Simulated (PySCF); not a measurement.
C₂H₇S, SMILES C[SH+]C, charge +1. The structure is a stationary point at B3LYP-D3(BJ)/def2-SVP. The isomer is the one that the SMILES or the coordinates give; other isomers of the formula were not compared.

Q: Give the equilibrium geometry at B3LYP-D3(BJ)/def2-SVP (PySCF confirms it by a frequency run) as Cartesian coordinates in Å, and its point group. (The exact figures need the calculation; the answer reports its results.)

A: point group Cs.
```xyz
10

C     -0.0276     0.5222    -1.4363
S      0.1047    -0.5927     0.0000
C     -0.0276     0.5222     1.4363
H     -0.8945     1.1871    -1.3322
H     -0.1114    -0.1170    -2.3262
H      0.9130     1.0889    -1.4736
H     -1.1567    -1.1023     0.0000
H     -0.8945     1.1871     1.3322
H     -0.1114    -0.1170     2.3262
H      0.9130     1.0889     1.4736
```
Charge +1, spin multiplicity 1.
